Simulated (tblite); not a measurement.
Species: C₄H₁₁FOSi₃.
Bonds: C1–C2 (double), C2–F3, C2–Si4, Si4–C5, C5–C6, Si4–Si7, Si7–O8, O8–Si9, Si4–Si9. Hydrogens: H10, H11 on C1; H12, H13 on C5; H14, H15, H16 on C6; H17, H18 on Si7; H19, H20 on Si9.

Computed geometry: GFN2-xTB, gas phase.

(1) List the bond lengths, angles and torsions at this level.

Answers

(1) 
```
                  bond  length (bohr)   order
                 C1=C2          2.500  double
                 C2–F3          2.580  single
                C2–Si4          3.605  single
                Si4–C5          3.629  single
                 C5–C6          2.882  single
      Si4–Si7, Si4–Si9          4.465  single
        Si7–O8, O8–Si9          3.138  single
                C1–H10          2.036  single
                C1–H11          2.028  single
        C5–H12, C5–H13          2.061  single
C6–H14, C6–H15, C6–H16          2.056  single
      Si7–H17, Si9–H20          2.758  single
      Si7–H18, Si9–H19          2.765  single
```

Bonds in one row agree within 0.02 bohr and their mean is given. Orders are formal, as drawn. A selection of angles:
```
      angle  degrees
   C1–C2–F3    117.8
  C1–C2–Si4    130.2
  F3–C2–Si4    112.0
  C2–Si4–C5    107.5
 C2–Si4–Si7    115.0
 C2–Si4–Si9    114.0
 C5–Si4–Si7    121.9
Si7–Si4–Si9     73.6
  Si4–C5–C6    112.8
 Si4–Si7–O8     84.8
 Si7–O8–Si9    116.9
```

Torsions: C1–C2–Si4–C5 7° (synperiplanar); C2–Si4–C5–C6 71° (synclinal); C2–Si4–Si7–O8 -110° (anticlinal); Si4–Si7–O8–Si9 1° (synperiplanar); Si7–O8–Si9–Si4 -1° (synperiplanar); C2–Si4–Si9–O8 111° (anticlinal). The mirror-image conformer, all signs reversed, is as good.

Si4 (four-coordinate silicon) has angles from 73.6° to 122.0°. The C–C distances run from 1.323 Å (C1=C2, drawn double) to 1.525 Å (C5–C6, drawn single), a spread of 0.202 Å. Si7 (oxygen-bound silicon) has angles from 84.8° to 121.8°. Of the pairs four or more bonds apart, C5···H11 is among the closest relative to their van der Waals radii: 2.99 Å, 103 % of the sum of Bondi's values. The 4-membered ring Si4–Si7–O8–Si9 has internal angles of 73.6° to 116.9°; it is planar, 0.01 Å rms from its mean plane, widest ring torsion 1°.

Point group: C1 (no symmetry element, even within 0.4 Å). Its GFN2-xTB frequencies are all real (lowest 32 cm⁻¹). One conformer, not necessarily the lowest. 3 starts were optimised and ended at 0.00, 0.01 and 0.84 kcal/mol (GFN2-xTB); the lowest of these is shown.
